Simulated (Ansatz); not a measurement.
Program: Ansatz. Geometries: PBE0-D4/def2-TZVP. ΔE: electronic, gas phase. CCSD(T)/CBS adds triple-zeta CCSD(T) − MP2 to the extrapolated MP2 energy (def2 sets, frozen cores). This one scheme is used for every species. Functionals use def2-TZVPP. For Se outer-core shells are correlated without core-valence functions, which leaves a few kJ/mol of doubt a bond. Scalar relativity is left out up to krypton. One conformer a species, not always the lowest.

Consider the substitution at a C–Si bond: `CC[SiH2][SeH]` + `OBF` → `CCOBF` + `[SiH3][SeH]`.

`CC[SiH2][SeH]`:

Z-matrix (Å, degrees):
```
C
C 1 1.524
H 1 1.093 2 111.3
H 1 1.093 2 111.4 3 -120.1
H 1 1.092 2 111.1 3 119.6
Si 2 1.872 1 114.2 3 -60.3
H 2 1.097 1 110.8 3 60.5
H 2 1.096 1 110.7 3 177.8
Se 6 2.286 2 112.7 1 -59.0
H 6 1.487 2 111.0 1 56.4
H 6 1.487 2 110.3 1 177.8
H 9 1.470 6 93.1 2 -66.0
```

`OBF`:

Z-matrix (Å, degrees):
```
B
O 1 1.344
F 1 1.332 2 120.3
H 1 1.192 2 120.1 3 -180.0
H 2 0.963 1 113.4 3 -0.0
```

`CCOBF`:

Z-matrix (Å, degrees):
```
C
C 1 1.508
H 1 1.092 2 110.9
H 1 1.093 2 110.1 3 -119.8
H 1 1.091 2 110.6 3 120.3
O 2 1.421 1 110.3 3 -63.4
H 2 1.093 1 110.7 3 178.4
H 2 1.095 1 110.9 3 58.6
B 6 1.338 2 121.8 1 112.9
F 9 1.326 6 117.7 2 -178.9
H 9 1.199 6 123.1 2 1.1
```

`[SiH3][SeH]`:

```xyz
6

Si   -0.246   -0.385    0.350
Se    0.930    1.487   -0.205
H    -1.635   -0.328   -0.169
H    -0.261   -0.399    1.833
H     0.414   -1.611   -0.162
H     0.798    1.237   -1.647
```

```csv
species,ωB97M-V energy (Eh)
`CC[SiH2][SeH]`,-2771.92900
`OBF`,-201.25849
`CCOBF`,-279.85394
`[SiH3][SeH]`,-2693.30393
```

Q: Work out ΔE.

A: ΔE = (-279.85394) + (-2693.30393) − (-2771.92900) − (-201.25849) = 0.02962 Eh = +0.81 eV. CCSD(T)/CBS gives +0.83 eV.

Largest T1 diagnostic among the species: 0.013.

The D4 term adds +0.07 eV with B3LYP and +0.04 eV with PBE0; it sums over pairs of atoms, weighted by their polarisabilities, and B3LYP, whose exchange is more repulsive, gets the larger term. In def2-TZVPP, CCSD(T) changes the Hartree–Fock value by +0.18 eV (the triples alone add +0.02 eV) and MP2 by +0.28 eV.

B3LYP here is the variant with VWN-RPA as its local correlation; programs differ in this.
